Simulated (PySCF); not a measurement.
# Radial density of Mn²⁺ (manganese, charge +2)

M06-2X, [Ar] 3d5, high-spin 6S determinant. Calculation: PySCF 2.14, in pcseg-2 (6s4p3d2f1g, 56 functions); the non-relativistic Hamiltonian (point nucleus).

| r (bohr) | 4πr²ρ (e/bohr) | 4πr²(ρα − ρβ) |
| --- | --- | --- |
| 0.00119 | 0.1785 | 0.0000 |
| 0.00201 | 0.4850 | 0.0000 |
| 0.00338 | 1.281 | -0.0001 |
| 0.00569 | 3.230 | -0.0001 |
| 0.00956 | 7.528 | -0.0003 |
| 0.0161 | 15.39 | -0.0005 |
| 0.0271 | 25.35 | -0.0004 |
| 0.0455 | 29.78 | 0.0016 |
| 0.0766 | 24.37 | 0.0117 |
| 0.129 | 26.36 | 0.0700 |
| 0.217 | 32.43 | 0.4336 |
| 0.364 | 15.66 | 1.8818 |
| 0.613 | 13.88 | 4.1040 |
| 1.03 | 10.92 | 3.6413 |
| 1.73 | 2.143 | 1.2700 |
| 2.92 | 0.1362 | 0.1248 |
| 4.91 | 0.001240 | 0.0012 |
